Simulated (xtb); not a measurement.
Se(F)(SiH3) (FH₃SeSi), SMILES F[Se][SiH3]. All values are semi-empirical tight-binding results from xtb (GFN2-xTB unless named), good for trends rather than for accurate numbers. The structure is a stationary point at GFN2-xTB.

Computed properties:
* **point group as xtb finds it**: Cs
* **orbital gap**: 2.54 eV
* **zero-point energy**: 16.1 kcal/mol
* **G − E(el) at 298.15 K (modified RRHO)**: -2.7 kcal/mol
* **static polarisability (D4 model)**: 59.6 bohr³
* **solvation energy, GFN2-xTB/ALPB(water)**: -1.5 kcal/mol
* **solvation energy, GFN2-xTB/ALPB(acetone)**: -2.9 kcal/mol
